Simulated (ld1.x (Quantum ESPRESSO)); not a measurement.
# u(r) = r·R(r): atom against pseudo-atom (magnesium)

Columns: radius, all-electron u(r) and pseudo u(r) of the 2s shell (level -93.71 eV) of magnesium in the configuration [He] 2s2 2p6 3s0.5 3p0; LDA (PZ), scalar-relativistic, ultrasoft scheme, ld1.x (Quantum ESPRESSO) 7.5.

```json
{"r (bohr)": "0.060", "all-electron": "0.5575", "pseudo": "-0.2030"}
{"r (bohr)": "0.120", "all-electron": "0.3884", "pseudo": "-0.3992"}
{"r (bohr)": "0.180", "all-electron": "-0.0011", "pseudo": "-0.5823"}
{"r (bohr)": "0.240", "all-electron": "-0.4002", "pseudo": "-0.7464"}
{"r (bohr)": "0.300", "all-electron": "-0.7297", "pseudo": "-0.8870"}
{"r (bohr)": "0.360", "all-electron": "-0.9691", "pseudo": "-1.0007"}
{"r (bohr)": "0.420", "all-electron": "-1.1233", "pseudo": "-1.0852"}
{"r (bohr)": "0.480", "all-electron": "-1.2065", "pseudo": "-1.1401"}
{"r (bohr)": "0.540", "all-electron": "-1.2344", "pseudo": "-1.1660"}
{"r (bohr)": "0.600", "all-electron": "-1.2218", "pseudo": "-1.1653"}
{"r (bohr)": "0.660", "all-electron": "-1.1807", "pseudo": "-1.1408"}
{"r (bohr)": "0.720", "all-electron": "-1.1208", "pseudo": "-1.0968"}
{"r (bohr)": "0.780", "all-electron": "-1.0495", "pseudo": "-1.0376"}
{"r (bohr)": "0.840", "all-electron": "-0.9721", "pseudo": "-0.9680"}
{"r (bohr)": "0.900", "all-electron": "-0.8927", "pseudo": "-0.8923"}
{"r (bohr)": "0.960", "all-electron": "-0.8139", "pseudo": "-0.8146"}
{"r (bohr)": "1.020", "all-electron": "-0.7376", "pseudo": "-0.7382"}
{"r (bohr)": "1.080", "all-electron": "-0.6652", "pseudo": "-0.6653"}
{"r (bohr)": "1.140", "all-electron": "-0.5973", "pseudo": "-0.5973"}
{"r (bohr)": "1.200", "all-electron": "-0.5344", "pseudo": "-0.5344"}
{"r (bohr)": "1.260", "all-electron": "-0.4766", "pseudo": "-0.4766"}
{"r (bohr)": "1.320", "all-electron": "-0.4238", "pseudo": "-0.4238"}
{"r (bohr)": "1.380", "all-electron": "-0.3760", "pseudo": "-0.3760"}
{"r (bohr)": "1.440", "all-electron": "-0.3328", "pseudo": "-0.3328"}
{"r (bohr)": "1.500", "all-electron": "-0.2941", "pseudo": "-0.2941"}
{"r (bohr)": "1.560", "all-electron": "-0.2594", "pseudo": "-0.2594"}
```

Task: How many radial nodes do the two functions have?

Result: The all-electron 2s function has n − l − 1 = 1; the pseudo-wave has 0, since the states of the same l below it are removed with the core.

Task: At about which radius was the pseudo-wave matched?

Result: 1.15 bohr. The columns agree to 0.0005 from 1.08 bohr on; several derivatives are matched, so the curves merge somewhat inside the radius.

Task: Where does each function peak?

Result: Outermost all-electron maximum near 0.54 bohr, pseudo maximum near 0.54 bohr (to the table’s step).

Task: Is the pseudo-wave norm-conserving?

Result: No, it belongs to an ultrasoft set: the norm inside the radius is not constrained, and the difference is carried by the augmentation charge.
